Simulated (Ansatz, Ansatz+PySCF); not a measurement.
```xyz
5

C    -0.4107   -0.4099   -0.0617
N     0.4157    0.5454   -0.0083
H     1.1782    0.3205    0.6406
H    -1.2919   -0.3220   -0.7184
H    -0.3320   -1.3569    0.5061
```

Basis set: def2-SVP (spherical functions). Correlated methods keep 2 orbitals frozen. Charge 0, multiplicity 3.

Computed with Ansatz (development build ahead of 0.2.0); each method stands on the lowest determinant of its kind that the runs found.

Q: Give the atomization energy at this shape (free ground-state atoms in the same class of orbitals less the molecule, no zero-point energy) of triplet CH₃N by UHF-MP2, UHF.

A:

```json
{"method": "UHF-MP2", "atomization energy": "13.12 eV"}
{"method": "UHF", "atomization energy": "9.29 eV"}
```

Caution: another spin multiplicity may lie lower.
